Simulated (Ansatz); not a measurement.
CSi (SMILES [C]=[Si]), triplet, geometry from GFN2-xTB; B3LYP/pcseg-1 (Ansatz, a program for electronic structure).

Ansatz was given this input:
Ansatz 0.2 input:
```yaml
crystal:
  periodic: [false, false, false]
  atoms:
    - {symbol: Si, position_ang: [-0.00000000, -0.00000000, -0.51650348]}
    - {symbol: C, position_ang: [0.00000000, 0.00000000, 1.20517479]}
basis:
  gaussian:
    orbitals: pcseg-1.json
hamiltonian:
  xc: b3lyp
magnetization: {spin_polarized: true, initial_magnetization: 2}
```
The basis file holds pcseg-1 in the JSON format of the Basis Set Exchange.

What the program printed (banner, timings and long lists left out):

```
Functional definition: B3LYP
321 factors; integrals over basis functions are off by at most 1.3e-3 eV
mean field evaluation 1: about -8901.4124 eV, gradient 3.2e1 eV
mean field evaluation 2: about -8869.9367 eV, gradient 6.1e1 eV
mean field evaluation 4: about -8908.1357 eV, gradient 3.0e0 eV
mean field evaluation 8: about -8908.2518 eV, gradient 1.0e-1 eV
mean field evaluation 16: about -8908.2528 eV, gradient 2.6e-5 eV
mean field evaluation 32: about -8908.1345 eV, gradient 3.6e0 eV
mean field -8908.25281340 eV, -327.3722526620 hartree, gradient 1.2e-5 eV, S^2 2.029746; 3 other end points of the search recorded, 0 dependent functions left out
reference -8908.25298732 eV, -327.3722590531 hartree; 11, 9 occupied and 21, 23 virtual orbitals, 321 factors
Total energy: -8908.25298732 eV, -327.3722590531 hartree
```
